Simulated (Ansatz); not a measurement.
Level of theory: Ansatz (a quantum-chemistry and plane-wave program) with frozen-core CCSD(T)/def2-TZVPP // TPSS-D3(BJ)/def2-SVP.

Ansatz 0.2 input:
```yaml
crystal:
  periodic: [false, false, false]
  atoms:
    - { symbol: Nb, position_ang: [0.033783, 0.086764, -0.118829] }
    - { symbol: O, position_ang: [0.443089, -0.423576, 1.462638] }
    - { symbol: C, position_ang: [-2.104856, -0.201907, -0.326021] }
    - { symbol: H, position_ang: [-2.671791, -0.138761, 0.619838] }
    - { symbol: H, position_ang: [-2.260645, -1.217437, -0.750332] }
    - { symbol: H, position_ang: [-2.52253, 0.533926, -1.045142] }
    - { symbol: C, position_ang: [1.151281, -1.210329, -1.45163] }
    - { symbol: H, position_ang: [2.239189, -1.118965, -1.262629] }
    - { symbol: H, position_ang: [0.95416, -0.941562, -2.510429] }
    - { symbol: H, position_ang: [0.874278, -2.272303, -1.30145] }
    - { symbol: C, position_ang: [0.618647, 2.16736, -0.278215] }
    - { symbol: H, position_ang: [0.992335, 2.372834, -1.304005] }
    - { symbol: H, position_ang: [1.383415, 2.488519, 0.450707] }
    - { symbol: H, position_ang: [-0.290184, 2.787625, -0.119281] }
basis:
  gaussian: { orbitals: def2-TZVPP }
correlation:
  method: ccsd_t
```

Output:

```
Functional definition: HF
1836 factors; integrals over basis functions are off by at most 1.2e-3 eV
mean field evaluation 1: about -6797.1750 eV, gradient 7.0e1 eV
mean field evaluation 2: about -6797.3634 eV, gradient 7.0e1 eV
mean field evaluation 4: about -6807.2444 eV, gradient 1.3e1 eV
mean field evaluation 8: about -6807.7101 eV, gradient 1.2e0 eV
mean field evaluation 16: about -6807.7157 eV, gradient 2.3e-6 eV
mean field -6807.71572351 eV, -250.1789384035 hartree, gradient 2.2e-6 eV, S^2 0.000000; 0 other end points of the search recorded, 0 dependent functions left out
4 core orbitals not correlated
reference -6807.71572351 eV, -250.1789384035 hartree; 20, 20 occupied and 282, 282 virtual orbitals, 1836 factors
second order -34.60531362 eV of doubles, -0.00000000 eV of singles
cycle   1  -33.01862555 eV  change     1.6e0 eV  update   2.6e-1
cycle   2  -34.34205166 eV  change    -1.3e0 eV  update   1.8e-1
cycle   3  -34.72886918 eV  change   -3.9e-1 eV  update   4.8e-2
cycle   4  -34.74912618 eV  change   -2.0e-2 eV  update   2.0e-2
cycle   5  -34.72907846 eV  change    2.0e-2 eV  update   7.1e-3
cycle   6  -34.73031431 eV  change   -1.2e-3 eV  update   3.4e-3
cycle   7  -34.72928199 eV  change    1.0e-3 eV  update   1.7e-3
cycle   8  -34.72901162 eV  change    2.7e-4 eV  update   5.8e-4
cycle   9  -34.72970714 eV  change   -7.0e-4 eV  update   2.4e-4
cycle  10  -34.72983468 eV  change   -1.3e-4 eV  update   8.4e-5
cycle  11  -34.72971199 eV  change    1.2e-4 eV  update   3.3e-5
cycle  12  -34.72968741 eV  change    2.5e-5 eV  update   1.8e-5
perturbative correction -1.82408302 eV, -0.0670338146 hartree
Total energy: -6844.26949394 eV, -251.5222646899 hartree
```

Cost: about 40 core-minutes (a rough figure).
